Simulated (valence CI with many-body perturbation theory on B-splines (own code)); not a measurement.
## Forbidden lines of Ga¹⁶⁺

Method: configuration interaction combined with many-body perturbation theory (CI+MBPT): five valence electrons over a frozen Dirac-Fock core [Ne], a basis of 9 s, 9 p, 8 d, 6 f, 3 g, 1 h functions for each j, with the one-electron correlation potential Σ1, the two-electron term Σ2, the three-electron term Σ3, Breit, model QED; selected CI, second order for the rest (own B-spline code, finite nucleus).

No measured spectrum was set against this ion. As an estimate, levels of excited configurations hold to 0.05 to 0.15 % of their energy, terms of the ground configuration to about 0.5 %. Among the levels kept, up to 460 cm⁻¹ of a level comes from second order outside the variational space, and about a tenth of that is noise between levels of different J, which matters for small intervals.

Lines 1 to 17 of 17 in falling wavelength, among levels below 913580 cm⁻¹, chosen from the decays that carry over 1 % of a level's rate. Wavelengths and rates use the calculated energies, so an error of 300 cm⁻¹ moves a line at 254.3 nm by 0.76 % and its rate by three times that or more. Electric multipoles are in the length gauge, E1 and E2 with the static RPA response of the core. Weak lines are less certain than strong ones. Lines between different terms over intervals too small for the method are left out, as are lines whose strength nearly cancels. Branching is blank where the lifetime is uncertain.

Names give the largest LS component (configuration and term), which can be under half, so a name can repeat, a term be missing and a line seem to break the LS rules; names also repeat where a configuration has a term twice. Letters in brackets count levels of one name in rising energy.

| λ vac (nm) | Upper | Lower | Type | A (s⁻¹) | Branch % |
| --- | --- | --- | --- | --- | --- |
| 679.3 | 3s2 3p3 2D°_5/2 | 3s2 3p3 2D°_3/2 | M1 | 2.66e+01 | 26.7 |
| 608.5 | 3s2 3p2 3d 4F_9/2 | 3s2 3p2 3d 4F_7/2 | M1 | 1.04e+02 |  |
| 414.3 | 3s2 3p3 2P°_3/2 | 3s2 3p3 2P°_1/2 | M1 | 9.45e+01 | 1.7 |
| 254.3 | 3s2 3p2 3d 2G_9/2 | 3s2 3p2 3d 4D_7/2 | M1 | 7.92e+01 |  |
| 193.3 | 3s2 3p3 2P°_1/2 | 3s2 3p3 2D°_3/2 | M1 | 4.02e+02 | 17.1 |
| 187.8 | 3s2 3p3 2D°_3/2 | 3s2 3p3 4S°_3/2 | M1 | 8.50e+02 | 100.0 |
| 163.5 | 3s2 3p3 2P°_3/2 | 3s2 3p3 2D°_5/2 | M1 | 7.82e+02 | 13.8 |
| 147.1 | 3s2 3p3 2D°_5/2 | 3s2 3p3 4S°_3/2 | M1 | 7.19e+01 | 72.3 |
| 135.0 | 3s2 3p2 3d 2G_9/2 | 3s2 3p2 3d 4F_9/2 | M1 | 1.03e+03 |  |
| 131.8 | 3s2 3p3 2P°_3/2 | 3s2 3p3 2D°_3/2 | M1 | 2.80e+03 | 49.4 |
| 128.4 | 3s2 3p2 3d 2G_9/2 | 3s2 3p2 3d 2F_7/2 [a] | M1 | 5.01e+01 |  |
| 110.5 | 3s2 3p2 3d 2G_9/2 | 3s2 3p2 3d 4F_7/2 | M1 | 7.43e+02 |  |
| 95.27 | 3s2 3p3 2P°_1/2 | 3s2 3p3 4S°_3/2 | M1 | 1.95e+03 | 82.7 |
| 77.46 | 3s2 3p3 2P°_3/2 | 3s2 3p3 4S°_3/2 | M1 | 1.98e+03 | 34.9 |
| 43.14 | 3s2 3p2 3d 4F_9/2 | 3s 3p4 4P_5/2 | E2 | 9.03e+01 |  |
| 32.69 | 3s2 3p2 3d 2G_9/2 | 3s 3p4 4P_5/2 | E2 | 5.34e+01 |  |
| 18.27 | 3s2 3p2 3d 4F_9/2 | 3s2 3p3 2D°_5/2 | M2 | 1.14e+02 |  |
